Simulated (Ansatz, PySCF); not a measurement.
Species: CH$_{7}$FNSi$_{2}$, net charge 0, doublet state. It need not be the lowest isomer of its formula. 
Geometry from a B3LYP-D3(BJ)/def2-TZVP (Ansatz, a quantum-chemistry and plane-wave program) optimisation:
```xyz
12

Si     0.7471     0.6045    -0.3982
C      1.6394    -1.0178    -0.4606
F      1.3215     1.4379     0.8556
N     -0.9527     0.3709    -0.2418
Si    -1.8688    -0.9513     0.4187
H      0.9919     1.4620    -1.5757
H      1.3002    -1.6218    -1.3039
H      2.7122    -0.8477    -0.5697
H      1.4836    -1.5934     0.4536
H     -1.5056     1.2015    -0.4183
H     -1.1343    -2.2106     0.1237
H     -3.2048    -0.9649    -0.2422
```
Charge 0, spin multiplicity 2.

Dipole moments at this geometry, in debye (magnitudes).

```
level               program  dipole (D)
------------------  -------  ----------
SVWN5/def2-TZVPD     Ansatz        1.42
PBE0/def2-TZVPD      Ansatz        1.41
r2SCANh/def2-TZVPD   Ansatz  (withheld)
M06-2X/def2-TZVPD     PySCF        1.39
wB97X-V/def2-TZVPD   Ansatz  (withheld)
```

### Question
Complete the blanks.

### Answer

- r2SCANh/def2-TZVPD, dipole (D): 1.36
- wB97X-V/def2-TZVPD, dipole (D): 1.43
